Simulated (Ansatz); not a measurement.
`[OH][Zr]([OH])([F])[SH]` at its PBE0-D4/def2-TZVP geometry, where that method's forces vanish. Total charge 0; spin multiplicity 1. Zr takes the def2 core potential.

```xyz
8

O     0.3569   -1.8450    0.6129
Zr    0.1046    0.0243    0.3591
O    -1.6316    0.5054   -0.2665
F     0.4121    0.9612    1.9960
S     1.7727    0.6890   -1.3324
H     0.3118   -2.7888    0.7356
H    -2.5186    0.5606   -0.6093
H     1.1921    1.8933   -1.4953
```

Problem. What forces (eV/Å) does ωB97M-V/def2-TZVPP give on these atoms in the Gaussian-basis code of Ansatz? (Best estimate.)

Solution. Ansatz gave: 
```
O1  -0.002 -0.158  0.031
Zr2  0.037  0.063  0.021
O3  -0.152  0.020 -0.040
F4   0.003  0.018  0.048
S5   0.046  0.093 -0.084
H6   0.006  0.038 -0.007
H7   0.035  0.000  0.012
H8   0.026 -0.074  0.019
```
